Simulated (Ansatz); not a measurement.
Computed with Ansatz on PBE0-D4/def2-TZVP structures; ΔE is electronic, products minus reactants. CCSD(T)/CBS adds triple-zeta CCSD(T) − MP2 to the extrapolated MP2 energy (def2 sets, frozen cores). Functionals use def2-TZVPP. For Ge outer-core shells are correlated without core-valence functions, which leaves a few kJ/mol of doubt a bond. Scalar relativity is left out up to krypton. One conformer a species, not always the lowest.

Consider the ligand exchange at the Si–C bond: `[SiH3][CH2][GeH2][SH]` + `[CH3][AlH][OH]` → `[CH3][AlH][O][SiH3]` + `[CH3][GeH2][SH]`.

```
          level  ΔE (kJ/mol)
         PBE-D4        -90.8
      r2SCAN-D4       -105.0
        PBE0-D4        -97.2
        ωB97X-V       -105.5
        ωB97M-V       -103.5
           PBE0       -101.0
CCSD/def2-TZVPP       -109.5
  MP2/CBS(def2)       -103.3
```

**Question.** What does CCSD(T)/CBS give? (Estimate.)

**Answer.** The calculation gave: -103.6 kJ/mol. The listed levels differ from it by 12.8, -1.4, 6.4, -1.9, 0.1, 2.6, -5.9, 0.3 kJ/mol.

Largest T1 diagnostic among the species: 0.011.

In def2-TZVPP, CCSD(T) changes the Hartree–Fock value by +31.4 kJ/mol (the triples alone add +4.7 kJ/mol) and MP2 by +31.7 kJ/mol. From PBE to PBE0 (25 % exact exchange), in def2-TZVPP and without D4, ΔE moves by −5.9 kJ/mol. The D4 term adds +7.1 kJ/mol with B3LYP and +3.9 kJ/mol with PBE0; it sums over pairs of atoms, weighted by their polarisabilities, and B3LYP, whose exchange is more repulsive, gets the larger term.

B3LYP here is the variant with VWN-RPA as its local correlation; programs differ in this.
